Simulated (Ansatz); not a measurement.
Reaction (cleavage of the Si–Si bond): `CC[SiH](O)[SiH3]` + PH₃ → `CC[SiH](O)P` + SiH₄

Computed with Ansatz on PBE0-D4/def2-TZVP structures; ΔE is electronic, products minus reactants. CBS: MP2 limit from def2 TZ/QZ plus the TZ coupled-cluster correction, frozen cores. This one scheme is used for every species. Each species was taken in one conformer, which may not be the lowest.

```
           species  SCS-MP2/def2-TZVPP energy (Eh)
`CC[SiH](O)[SiH3]`                      -735.28560
               PH₃                      -342.66431
     `CC[SiH](O)P`                      -786.54298
              SiH₄                      -291.41820
```

Task: Work out ΔE.

Result: ΔE = (-786.54298) + (-291.41820) − (-735.28560) − (-342.66431) = -0.01127 Eh = -7.1 kcal/mol. CCSD(T)/CBS gives -6.6 kcal/mol.

Largest T1 diagnostic among the species: 0.013.
